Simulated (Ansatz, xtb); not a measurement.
Relative energy of two isomers of CH3AlGa

Structure a is `[AlH][CH2][Ga]`, a doublet and structure b is `[AlH2][CH][Ga]`, a doublet. Both are isolated molecules in the gas phase, relaxed with B3LYP-D3(BJ)/def2-SVP; the shapes shown needn't be the lowest conformers.

a (Å):

```yaml
atoms:
  - { symbol: C, position_ang: [-0.4769, 0.3588, -0.5508] }
  - { symbol: Al, position_ang: [1.2900, 0.4665, 0.2752] }
  - { symbol: Ga, position_ang: [-2.1487, -0.1589, 0.5280] }
  - { symbol: H, position_ang: [-0.7249, 1.3998, -0.8602] }
  - { symbol: H, position_ang: [1.4680, 1.5573, 1.4534] }
  - { symbol: H, position_ang: [-0.4899, -0.2821, -1.4530] }
```

b (Å):

```
atom    x (Å)    y (Å)    z (Å)
   C  -0.7774  -0.2346   0.5316
  Al   1.0609   0.3116   0.2896
  Ga  -1.5995  -1.4144   1.9663
   H   2.0342   0.3645   1.5463
   H  -1.5531   0.2639  -0.0840
   H   1.6496   0.5709  -1.1646
```

Question: Which of the two would you expect CCSD(T)/def2-SVP electronic energies to favour?

Answer: Structure a; the calculation gives E(b) − E(a) = +0.698 eV.

The same difference at several levels:

```tsv
level	geometry	E(b) − E(a) (eV)	departure from the last row (eV)	job, with rough time for the two
B3LYP-D3(BJ)/def2-SVP	B3LYP-D3(BJ)/def2-SVP	+0.692	−0.005	optimisation, 2.6 min
HF/def2-SVP	B3LYP-D3(BJ)/def2-SVP	+0.363	−0.334	part of the CCSD(T) run
MP2/def2-SVP	B3LYP-D3(BJ)/def2-SVP	+0.868	+0.170	part of the CCSD(T) run
CCSD(T)/def2-SVP	B3LYP-D3(BJ)/def2-SVP	+0.698		single point, 39 s
```

As drawn, b has 1 Al–H in place of 1 C–H.

The levels shown agree on the order. The largest departure from CCSD(T)/def2-SVP is that of HF/def2-SVP, 0.334 eV. Levels run at GFN2-xTB geometries aren't shown.

With harmonic frequencies from B3LYP-D3(BJ)/def2-SVP (ideal gas, rigid rotor, one conformer each, 400 K, 1 atm): the zero-point term adds −0.108 eV; ΔH is +0.605 and ΔG +0.567 eV.

Open shells are spin-unrestricted. The correlated steps freeze 15 core orbitals; the filled d shell of Ga is correlated, in a basis made for valence electrons. Run with Ansatz 0.2.0; the last row on 1 thread of Intel(R) Xeon(R) Platinum 8259CL CPU @ 2.50GHz (Skylake/Cascade Lake) on a shared host.
